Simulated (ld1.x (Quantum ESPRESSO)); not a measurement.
## LDA (PZ) PAW dataset for boron (B), non-relativistic all-electron reference.

Input for ld1.x (Quantum ESPRESSO) 7.5:

```
&input
   title='B', zed=5., rel=0, dft='PZ', iswitch=3,
   config='[He] 2s1 2p0',
   nld=2, rlderiv=3.95, eminld=-4.0, emaxld=5.0, deld=0.02
 /
 &inputp
   pseudotype=3, lpaw=.true., tm=.true., lloc=-1, rcloc=2.45,
   nlcc=.false.,
   which_augfun='BESSEL', rmatch_augfun=1.40,
   file_pseudopw='B.UPF', file_wfcaegen='ae.wfc', file_wfcncgen='nc.wfc', file_beta='beta', file_chi='chi', file_wfcusgen='us.wfc'
 /
4
2S  1  0   1.00   0.00  1.20  1.45  0.0
2S  1  0   0.00  -1.55  1.20  1.45  0.0
2P  2  1   0.00   0.00  3.10  3.65  0.0
2P  2  1   0.00   1.85  3.10  3.65  0.0
 &test
   configts(1)='2s1 2p0'
 /
```

Command:

```bash
ld1.x < B.in > B.out
```

Resulting log (shortened: banner, matrices, multipoles, cross overlaps and the repeated all-electron block are left out):

```
Program LD1 v.7.5
     --------------------------- All-electron run ----------------------------

     B

     atomic number is  5.00
     dft =PZ   lsd =0 sic =0 latt =0  beta=0.20 tr2=1.0E-14
     Exchange-correlation= PZ
                           (   1   1   0   0   0   0   0)
     mesh =1059 r(mesh) = 101.04461 a.u. xmin = -7.00 dx = 0.01250
     1 Ry =  13.60569312 eV

     n l     nl                  e(Ry)          e(Ha)          e(eV)
     1 0     1S 1( 2.00)       -15.3659        -7.6830      -209.0642
     2 0     2S 1( 1.00)        -2.3028        -1.1514       -31.3311
     2 1     2P 1( 0.00)        -1.8755        -0.9378       -25.5177

     final scf error:  8.8E-17 reached in  16 iterations

     Etot =     -46.214891 Ry,     -23.107446 Ha,    -628.785630 eV

     Ekin =      45.948412 Ry,      22.974206 Ha,     625.159992 eV
     Encl =    -101.350749 Ry,     -50.675374 Ha,   -1378.947188 eV
     Eh   =      15.043401 Ry,       7.521700 Ha,     204.675897 eV
     Exc  =      -5.855955 Ry,      -2.927978 Ha,     -79.674331 eV

     normalization and overlap integrals

     s(1S/1S) =  1.000000  <r> =   0.3308  <r2> =    0.1484  r(max) =   0.2129
     s(2S/2S) =  1.000000  <r> =   1.6463  <r2> =    3.1808  r(max) =   1.3710
     s(2P/2P) =  1.000000  <r> =   1.5886  <r2> =    3.0711  r(max) =   1.2562

     ------------------------ End of All-electron run ------------------------

     --------------------- Generating PAW atomic setup --------------------

      Generating local potential from pseudized AE potential:
      Matching radius rcloc =   2.4500

      Local pseudo, rcloc= 2.436 Estimated cut-off energy=     3.80 Ry

      Computing core charge for PAW:

       r > 0.76 : true rho core
       r < 0.76 : rho core = a sin(br)/r    a=   1.33  b=   3.52

      Integrated core pseudo-charge :   0.38
      Wfc-us  2S rcutus= 1.441  Estimated cut-off energy=    21.65 Ry
      Wfc-us  2S rcutus= 1.441  Estimated cut-off energy=    23.08 Ry
      Wfc-us  2P rcutus= 3.635  Estimated cut-off energy=     6.64 Ry
      Wfc-us  2P rcutus= 3.635  Estimated cut-off energy=    12.12 Ry

     Required augmentation: BESSEL   radius:    1.400000
     Suggested rho cutoff for augmentation:  27.57 Ry

     Estimated PAW energy =   -7.963376 Ryd

     ------------------- End of pseudopotential generation -------------------

     Computing logarithmic derivative in   3.94257
     Computing logarithmic derivative in   3.94257
     Computing the partial wave expansion
     R is outside the sphere for l=    0 j= 0.00
     R is outside the sphere for l=    0 j= 0.00
     R is outside the sphere for l=    1 j= 0.00
     R is outside the sphere for l=    1 j= 0.00

     ---------------------- Testing the pseudopotential ----------------------

     B

     atomic number is  5.00   valence charge is  3.00
     dft = SLA  PZ   NOGX NOGC   lsd =0 sic =0 latt =0  beta=0.20 tr2=1.0E-14
     mesh =1059 r(mesh) = 101.04461 xmin = -7.00 dx = 0.01250

     n l     nl             e AE (Ry)        e PS (Ry)    De AE-PS (Ry)
     1 0     2S   1( 1.00)       -2.30279       -2.30279        0.00000
     2 1     2P   1( 0.00)       -1.87551       -1.87551       -0.00000

     eps = 5.7E-21  iter =  1

     Etot =     -46.214891 Ry,     -23.107446 Ha,    -628.785630 eV
     Etotps =    -7.963376 Ry,      -3.981688 Ha,    -108.347246 eV

     Ekin =       3.048180 Ry,       1.524090 Ha,      41.472604 eV
     Encl =      -5.704552 Ry,      -2.852276 Ha,     -77.614389 eV
     Ehrt =       0.548952 Ry,       0.274476 Ha,       7.468870 eV
     Ecxc =      -5.855955 Ry,      -2.927978 Ha,     -79.674331 eV

     ---------------------- End of pseudopotential test ----------------------
```

Generation and configuration tests took about 3.1 s on one core of a shared server CPU.
